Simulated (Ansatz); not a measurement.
Relaxation of F₂H₆SW (10 atoms, charge 0, multiplicity 1), to a largest force component of 0.03 eV/Å in at most 50 steps.

The calculation used RKS B3LYP/def2-SVP (Ansatz).

```xyz
10
Properties=species:S:1:pos:R:3
W 0.191 0.016 -0.155
H -0.170 -0.305 1.488
F 1.873 0.851 -0.194
H -0.152 1.537 -0.766
H -1.176 0.769 0.479
F 0.129 -1.664 -1.000
H -1.086 0.177 -1.227
S 2.004 -2.294 1.958
H 1.336 -3.285 1.328
H 0.826 -1.658 2.302
```

Question: Where does it end, and by what steps?

Answer: The forces met the threshold. The force dipped under the threshold on the way, but the program's further checks kept it going. After 44 steps the energy has fallen by 0.208 eV; H9 moved furthest, 1.39 Å. Joined: W1–S8 (3.62 → 3.12 Å).

```
step  energy less start (eV)  largest force component (eV/Å)  accepted
   0                  0.0000                           0.631       yes
   2                 -0.0704                           0.341       yes
   4                 -0.0327                           1.612        no
   6                 -0.1568                           0.322       yes
   8                 -0.1656                           0.313        no
  10                 -0.1808                           0.157       yes
  12                 -0.1833                           0.092       yes
  14                 -0.1861                           0.031       yes
  16                 -0.1870                           0.046       yes
  18                 -0.1887                           0.182       yes
  20                 -0.1860                           0.227        no
  22                 -0.1940                           0.148       yes
  24                 -0.1967                           0.022       yes
  26                 -0.1984                           0.204       yes
  28                 -0.2012                           0.038       yes
  30                 -0.2029                           0.152       yes
  32                 -0.2045                           0.053       yes
  34                 -0.2013                           0.151        no
  36                 -0.2051                           0.061        no
  38                 -0.2065                           0.064       yes
  40                 -0.2073                           0.080       yes
  42                 -0.2052                           0.288        no
  44                 -0.2084                           0.024       yes
```

```xyz
10
Properties=species:S:1:pos:R:3
W 0.071 -0.048 0.012
H -0.419 0.308 1.596
F 1.916 0.334 -0.171
H 0.123 1.250 -1.042
H -1.057 1.173 0.259
F -0.466 -1.821 -0.385
H -1.106 0.124 -1.165
S 1.596 -1.865 2.033
H 2.403 -2.424 1.101
H 0.713 -2.889 1.974
```

The run took 2.5 min on 2 threads of Arm Neoverse V2 (shared host), peak memory 0.24 GiB.
